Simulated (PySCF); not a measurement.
Part of a log for `Fc1[bH-]cccc1`: ground state, then the species with a core hole.

Computed, not measured: delta-SCF UKS SCAN, pcX-2 on the ionised atom, pcseg-1 elsewhere, spin-free X2C (PySCF). The program numbers atoms from 0. The cycles run on a coarse integration grid; for E(ground) and E(ion) the exchange–correlation energy is redone on a finer one, so they differ from the last cycle, and only they enter the binding energy.

Coordinates (Å, GFN2-xTB):
```
F      2.794676    -0.059308    -0.010462
C      1.380528     0.040595    -0.006990
B      0.658482     1.351614    -0.009618
C     -0.833616     1.183747    -0.004820
C     -1.414080    -0.069366     0.002150
C     -0.654692    -1.233114     0.004745
C      0.733964    -1.174259    -0.000433
H      1.209822     2.409169    -0.013928
H     -1.529792     2.029069    -0.006268
H     -2.503037    -0.175792     0.006997
H     -1.148584    -2.202606     0.010325
H      1.307528    -2.100434     0.002275
```

```
ground state, core basis on atom 5 (C), 154 functions
  cycle   1  E = -318.26037144  |g| = 6.12e-02
  cycle   2  E = -318.26007881  |g| = 4.29e-02
  cycle   3  E = -318.26029420  |g| = 3.06e-02
  cycle   4  E = -318.26051799  |g| = 9.58e-03
  cycle   5  E = -318.26054773  |g| = 5.69e-04
  cycle   6  E = -318.26054876  |g| = 2.65e-04
  E(ground) = -318.26660823 Eh
hole in C 1s of atom 5
  cycle   1  E = -307.20504757  |g| = 1.52e+00
  cycle   2  E = -306.01140302  |g| = 2.08e+00
  cycle   3  E = -307.57041927  |g| = 6.23e-01
  cycle   4  E = -307.66998829  |g| = 4.57e-01
  cycle   5  E = -307.79495677  |g| = 7.86e-02
  cycle   6  E = -307.79723118  |g| = 3.63e-02
  cycle   7  E = -307.79776989  |g| = 1.28e-02
  cycle   8  E = -307.79783663  |g| = 5.52e-03
  cycle   9  E = -307.79785575  |g| = 2.25e-03
  cycle  10  E = -307.79786491  |g| = 1.27e-03
  cycle  11  E = -307.79786815  |g| = 1.18e-03
  cycle  12  E = -307.79787092  |g| = 6.01e-04
  cycle  13  E = -307.79787203  |g| = 4.28e-04
  E(ion) = -307.80405748 Eh   <S^2> = 0.7754   hole on atom = 1.000
```

Task: What is the C 1s binding energy of atom 5?

Result: (-307.804057 − (-318.266608)) Eh × 27.2114 eV/Eh = 284.70 eV, for the aromatic CH carbon.

```
ground state, core basis on atom 6 (C), 154 functions
  cycle   1  E = -318.26048110  |g| = 6.14e-02
  cycle   2  E = -318.26015440  |g| = 4.42e-02
  cycle   3  E = -318.26039845  |g| = 3.10e-02
  cycle   4  E = -318.26063656  |g| = 9.76e-03
  cycle   5  E = -318.26066634  |g| = 4.92e-04
  cycle   6  E = -318.26066694  |g| = 2.56e-04
  E(ground) = -318.26706230 Eh
hole in C 1s of atom 6
  cycle   1  E = -307.20165023  |g| = 1.52e+00
  cycle   2  E = -305.98873455  |g| = 2.09e+00
  cycle   3  E = -307.52011165  |g| = 6.65e-01
  cycle   4  E = -307.59208606  |g| = 5.48e-01
  cycle   5  E = -307.76941810  |g| = 1.82e-01
  cycle   6  E = -307.78173785  |g| = 1.08e-01
  cycle   7  E = -307.78820064  |g| = 2.62e-02
  cycle   8  E = -307.78851545  |g| = 1.20e-02
  cycle   9  E = -307.78860019  |g| = 4.37e-03
  cycle  10  E = -307.78861787  |g| = 2.99e-03
  cycle  11  E = -307.78863174  |g| = 1.79e-03
  cycle  12  E = -307.78864289  |g| = 1.38e-03
  cycle  13  E = -307.78865092  |g| = 9.00e-04
  cycle  14  E = -307.78865669  |g| = 5.67e-04
  cycle  15  E = -307.78865929  |g| = 6.57e-04
  cycle  16  E = -307.78865995  |g| = 2.64e-04
  E(ion) = -307.79465299 Eh   <S^2> = 0.7825   hole on atom = 1.000
```

Task: What is the C 1s binding energy of atom 6?

Result: (-307.794653 − (-318.267062)) Eh × 27.2114 eV/Eh = 284.97 eV, for the aromatic CH carbon.

The ground state is recomputed for each atom, because the flexible core basis sits on the ionised atom alone; energies of different blocks can't be mixed. The species carries charge -1, so core ionisation leaves a neutral species. The basis sets have no added diffuse functions. Isolated species at its GFN2-xTB geometry, gas phase.

Hardware: one thread of an AMD EPYC 7R43, on a shared host. Cost: 87 s, 0.47 GiB resident at most.
Labels such as C1 count atoms from 1, the log's own numbers from 0.
